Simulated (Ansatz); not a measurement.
Ideal-gas functions of `[Cl][Sn]([Cl])([Cl])[SeH]` at 400 K and 1 bar, from an Ansatz frequency run at PBE0-D4/def2-TZVP.

Molar mass 305.04 g/mol, point group Cs (symmetry number 1), electronic degeneracy 1, moments of inertia 490.118, 772.426, 783.519 u Å². Harmonic wavenumbers (cm⁻¹, unscaled): 52, 75, 103, 113, 119, 120, 251, 375, 389, 394, 645, 2436.

Use S(trans) = R[1.5 ln M + 2.5 ln T − 1.1517]; rotational temperatures θ = 24.2544 K / I; S(rot) = R[ln(√π/σ · √(T³/θAθBθC)) + 1.5]; for each mode x = 1.438777 ν̃/T, S = R[x/(eˣ − 1) − ln(1 − e⁻ˣ)] and H = RT x/(eˣ − 1); 1 cm⁻¹ = 0.0119627 kJ/mol; R = 8.31446 J/(mol·K).

Problem. By hand: the entropy, in J/(mol·K).

Solution. Translation 186.3. Rotation: θ = 0.0495, 0.0314, 0.031 K, giving 133.3. Vibration, mode by mode: 22.27, 19.23, 16.62, 15.86, 15.43, 15.36, 9.44, 6.43, 6.17, 6.08, 2.96, 0.01, in all 135.9. Electronic 0.0. Sum 455.5 J/(mol·K).

Problem. By hand: H − E and G − E in kJ/mol, counted from the electronic energy.

Solution. Zero-point energy ½ × 5072 × 0.0119627 = 30.3; thermal vibration 24.2; translation, rotation and pV give 4 RT = 13.3. H − E = 67.8 kJ/mol, and G − E = 67.8 − 400 × 455.5/1000 = -114.4 kJ/mol.

Vibration gives 30 % of the entropy, 104.8 J/(mol·K) of it from the modes under 150 cm⁻¹: soft modes count most, and the harmonic formula is weakest for them. The sum counts one conformer and one mirror image; others add a mixing term.
